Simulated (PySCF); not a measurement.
**One molecule, a ladder of functionals, a line**

Molecule: SMILES [C@@]1(C#C)(F)C=C1F, C5H2F2.

Structure with atom numbers: `[CH:1]#[C:2][C@:3]1([F:4])[CH:5]=[C:6]1[F:7]` (H(Xn): hydrogen on atom n).

GIAO shieldings (ppm, equivalent atoms averaged) in PySCF on the PBE0-D3(BJ)/def2-SVP geometry, basis pcSseg-2, gas phase, non-relativistic:

| functional | exact exchange (%) | σ(C6) | σ(C5) | σ(C2) | σ(C3) |
| --- | --- | --- | --- | --- | --- |
| BLYP | 0 | 16.7 | 82.6 | 92.1 | 97.9 |
| PBE | 0 | 21.7 | 86.2 | 95.1 | 102.6 |
| B3LYP | 20 | 21.6 | 85.1 | 96.1 | 105.8 |
| BHandHLYP | 50 | 28.9 | 89.3 | 101.8 | 116.4 |
| HF | 100 | 42.4 | 98.8 | 111.9 | 133.1 |

(1) Fit each shielding as a line in the percentage of exact exchange.

(2) What does the line predict for PBE0 (25 %), and what does the run give?

Answers

(1) σ(C6) = 18.4 + 0.23 x (rms 1.9 ppm); σ(C5) = 83.5 + 0.14 x (rms 1.6 ppm); σ(C2) = 93.2 + 0.18 x (rms 1.1 ppm); σ(C3) = 99.9 + 0.33 x (rms 1.5 ppm). The functionals also differ in their semilocal parts, which the line can't hold; Hartree–Fock has no correlation at all.

(2) σ(C6): 24.1 predicted, 27.7 computed; σ(C5): 87.0 predicted, 89.4 computed; σ(C2): 97.7 predicted, 99.9 computed; σ(C3): 108.2 predicted, 111.9 computed ppm.
